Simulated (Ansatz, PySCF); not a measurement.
Pulling on the Be1–Cl3 bond in BeClH (SMILES [BeH][Cl]) (multiplicity 1 held, fragments rigid). Energies count from the point at 1.806 Å.
Geometry at that point (charge 0, multiplicity 1):
```xyz
3

Be     0.000     0.000    -1.335
H      0.000     0.000    -2.658
Cl     0.000     0.000     0.471
```

U- levels take the lowest unrestricted solution at each point, which mixes spins at long bonds. Active spaces are followed from a long bond inwards. Levels need not reach the same state.

Cores are frozen in the correlated methods. Rows in 3-21G, 6-31G* carry no dispersion term and start afresh at each structure (6-31G* with six Cartesian d functions).

Programs: Ansatz (Gaussian basis) for Hartree–Fock, density functionals and correlated methods; PySCF for 3-21G rows, 6-31G* rows. Each number belongs to the level named beside it.

```csv
level,energy at R = 5.779 Å (eV)
R-HF/3-21G,7.294
R-HF/6-31G*,7.623
U-HF/aug-cc-pV(T+d)Z,4.650
U-PBE/aug-cc-pV(T+d)Z,5.420
U-B3LYP/aug-cc-pV(T+d)Z,5.551
U-wB97X-V/aug-cc-pV(T+d)Z,[?]
U-CCSD/aug-cc-pV(T+d)Z,5.699
"FIC-MRCISD on CASSCF(6,4)/aug-cc-pV(T+d)Z",5.688
"FIC-MRCISD+Q on CASSCF(6,4)/aug-cc-pV(T+d)Z",5.762
```

Question: What belongs in the gaps?

Answer: 
- U-wB97X-V/aug-cc-pV(T+d)Z, energy at R = 5.779 Å (eV): 5.927

Doubts at one or more of the structures used: a restricted determinant that unrestricted orbitals would lower (R-HF/3-21G, R-HF/6-31G*); a spin-contaminated determinant (U-HF/aug-cc-pV(T+d)Z, U-PBE/aug-cc-pV(T+d)Z, U-B3LYP/aug-cc-pV(T+d)Z, U-wB97X-V/aug-cc-pV(T+d)Z, U-CCSD/aug-cc-pV(T+d)Z); active orbitals that take no part (FIC-MRCISD on CASSCF(6,4)/aug-cc-pV(T+d)Z, FIC-MRCISD+Q on CASSCF(6,4)/aug-cc-pV(T+d)Z).

Ansatz is a program for electronic structure.
